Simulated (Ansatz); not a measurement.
Start from `N=C(F)O[SiH3]` and change one atom or group to get `BNC(=N)F`.

Ansatz, PBE0-D4/def2-TZVP geometries, multiplicity 1. Each molecule was computed in one conformer, which needn't be the lowest.

```tsv
property	`N=C(F)O[SiH3]`
HOMO–LUMO gap (ωB97M-V/def2-TZVPP) / eV	12.23
ideal-gas entropy at 298 K and 1 bar (rigid rotor, harmonic PBE0-D4/def2-TZVP) / J/(mol·K)	332
zero-point energy (PBE0-D4/def2-TZVP) / kJ/mol	141.6
LUMO energy (ωB97M-V/def2-TZVPP) / eV	1.24
size of the dipole moment (ωB97M-V/def2-TZVPP) / D	3.55
size of the dipole moment (B3LYP/def2-TZVPP) / D	3.56
```

Q: Give the same properties after the change, and the shifts. (Estimate.)

A: Computed: 
```csv
property,`BNC(=N)F`,shift
HOMO–LUMO gap (ωB97M-V/def2-TZVPP) / eV,11.46,-0.77
"ideal-gas entropy at 298 K and 1 bar (rigid rotor, harmonic PBE0-D4/def2-TZVP) / J/(mol·K)",304,-28
zero-point energy (PBE0-D4/def2-TZVP) / kJ/mol,166.1,24.5
LUMO energy (ωB97M-V/def2-TZVPP) / eV,0.87,-0.37
size of the dipole moment (ωB97M-V/def2-TZVPP) / D,1.84,-1.71
size of the dipole moment (B3LYP/def2-TZVPP) / D,1.80,-1.76
```

With PBE0 the HOMO rises by 0.34 eV and the LUMO falls by 0.64 eV, so the gap narrows by about 0.98 eV. PBE moves the HOMO by -0.03 eV and ωB97M-V by 0.40 eV. Dipoles are sizes alone; their direction can turn. Modes under 60 cm⁻¹, often nearly free rotors, make the harmonic entropy too high.

B3LYP here is the variant with VWN-RPA as its local correlation; programs differ in this.
